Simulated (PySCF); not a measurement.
Ionisation energies (eV) were calculated with PySCF 2.14 by PBE, UHF, LDA, in another order, as differences of total energies without spin-orbit coupling. The measured values are between term centres (NIST).

| species | measured | A | B | C |
| --- | --- | --- | --- | --- |
| B⁺ (x2c-TZVPPall with one added diffuse shell each of s, p, d type, spin-free X2C) | 25.155 | 24.607 | 24.551 | 23.447 |
| Br⁺ (x2c-TZVPPall with one added diffuse shell each of s, p, d type, spin-free X2C) | 21.409 | 21.375 | 21.650 | 20.238 |
| Ru (x2c-TZVPPall with one added diffuse shell each of s, p, d, f type, spin-free X2C) | 7.365 | 7.750 | 8.027 | 6.297 |
| Cd (x2c-TZVPPall with one added diffuse shell each of s, p, d, f type, spin-free X2C) | 8.994 | 9.044 | 9.409 | 7.332 |
| Os (x2c-TZVPPall with one added diffuse shell each of s, p, d, f type, spin-free X2C) | 8.473 | 8.440 | 8.878 | 6.549 |
| Au (x2c-TZVPPall with one added diffuse shell each of s, p, d, f type, spin-free X2C) | 9.226 | 9.581 | 9.922 | 7.710 |
| Hg⁺ (x2c-TZVPPall with one added diffuse shell each of s, p, d, f type, spin-free X2C) | 18.757 | 19.044 | 19.444 | 17.097 |
| Tl (x2c-TZVPPall with one added diffuse shell each of s, p, d, f type, spin-free X2C) | 5.464 | 5.423 | 5.575 | 5.000 |

Q: Which column is which method?

A: A is PBE (mean error 0.05 eV); B is LDA (mean error 0.33 eV); C is UHF (mean error -1.40 eV). PBE, with gradient corrections, lies close to experiment on average, with errors of both signs. LDA overbinds the outer electron and comes out highest. Hartree-Fock lacks the correlation of the electron removed and comes out lowest.
